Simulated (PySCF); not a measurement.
Molfile (atoms numbered from 1):
```
C6H9NSi
     RDKit          3D

 17 17  0  0  0  0  0  0  0  0999 V2000
    0.7506    1.9304    1.5658 C   0  0  0  0  0  0  0  0  0  0  0  0
    0.4856    0.9651    0.9014 C   0  0  0  0  0  0  0  0  0  0  0  0
    0.2425   -0.1872    0.0930 C   0  0  0  0  0  0  0  0  0  0  0  0
    1.1475   -0.8015   -0.5407 N   0  0  0  0  0  0  0  0  0  0  0  0
    2.8378   -0.6215   -0.7362 Si  0  0  0  0  0  4  0  0  0  0  0  0
   -1.1540   -0.6547    0.0198 C   0  0  0  0  0  0  0  0  0  0  0  0
   -2.0588   -0.5114    1.2195 C   0  0  0  0  0  0  0  0  0  0  0  0
   -2.2819    0.3489    0.0264 C   0  0  0  0  0  0  0  0  0  0  0  0
    0.9701    2.7748    2.1510 H   0  0  0  0  0  0  0  0  0  0  0  0
    3.5040    0.4693   -0.0118 H   0  0  0  0  0  0  0  0  0  0  0  0
    2.9914   -0.4256   -2.1771 H   0  0  0  0  0  0  0  0  0  0  0  0
    3.3639   -1.9085   -0.2847 H   0  0  0  0  0  0  0  0  0  0  0  0
   -1.2658   -1.5369   -0.5973 H   0  0  0  0  0  0  0  0  0  0  0  0
   -2.7495   -1.3159    1.4204 H   0  0  0  0  0  0  0  0  0  0  0  0
   -1.6421   -0.0551    2.1050 H   0  0  0  0  0  0  0  0  0  0  0  0
   -2.0187    1.3940    0.0951 H   0  0  0  0  0  0  0  0  0  0  0  0
   -3.1295    0.1476   -0.6104 H   0  0  0  0  0  0  0  0  0  0  0  0
  1  2  3  0
  2  3  1  0
  3  4  2  0
  4  5  1  0
  3  6  1  0
  6  7  1  0
  7  8  1  0
  8  6  1  0
  1  9  1  0
  5 10  1  0
  5 11  1  0
  5 12  1  0
  6 13  1  0
  7 14  1  0
  7 15  1  0
  8 16  1  0
  8 17  1  0
M  END
```

Geometry: GFN2-xTB; GIAO shifts from PySCF, gas phase, non-relativistic, averaged over equivalent atoms.

At OLYP/ANO-RCC-VDZP (161 basis functions, 2.1 min wall time on 1 thread of an Arm Neoverse V1, shared host):
| atoms | δ (ppm) |
| --- | --- |
| C3 | 161.0 |
| C1 | 74.3 |
| C2 | 69.5 |
| C6 | 28.7 |
| C7/C8 | 10.1 |
| N4 | 354.2 |
| Si5 | -90.0 |
| H10/H11/H12 | 5.18 |
| H9 | 3.32 |
| H13 | 2.10 |
| H15/H16 | 1.27 |
| H14/H17 | 1.01 |

Scale: ¹³C (σ = 186.55 ppm), ²⁹Si (σ = 382.46 ppm), ¹H (σ = 31.79 ppm) against TMS; ¹⁵N (σ = 276.55 ppm) vs NH3 (reference shieldings calculated alike).

Q: Estimate the result of repeating the calculation with PBE0/pcSseg-1.

A: 
```csv
atoms,δ at PBE0/pcSseg-1,change
C3,172.0,+11.0
C1,88.2,+13.9
C2,77.8,+8.3
C6,29.3,+0.6
C7/C8,10.3,+0.2
N4,377.8,+23.6
Si5,-65.7,+24.3
H10/H11/H12,5.05,-0.13
H9,2.57,-0.75
H13,2.07,-0.03
H15/H16,1.12,-0.15
H14/H17,0.91,-0.10
```

References, each an isolated molecule treated in the same way: ¹³C (186.93 ppm) and ²⁹Si (349.16 ppm) and ¹H (31.72 ppm) vs TMS; ¹⁵N (267.73 ppm) vs NH3.

The largest change is at Si5 (silicon bonded to N, 3 H). Cost: 188 basis functions, 26 s wall time on 1 thread of an Arm Neoverse V1, shared host. The order of the carbon signals is the same at both levels.

Experimental scales use liquid or dissolved standards, which lie at an offset from isolated NH3 (liquid NH3: subtract about 20 ppm). Unscaled 15N shifts of sp2 nitrogen often come out too high even then, by a few to some tens of ppm.
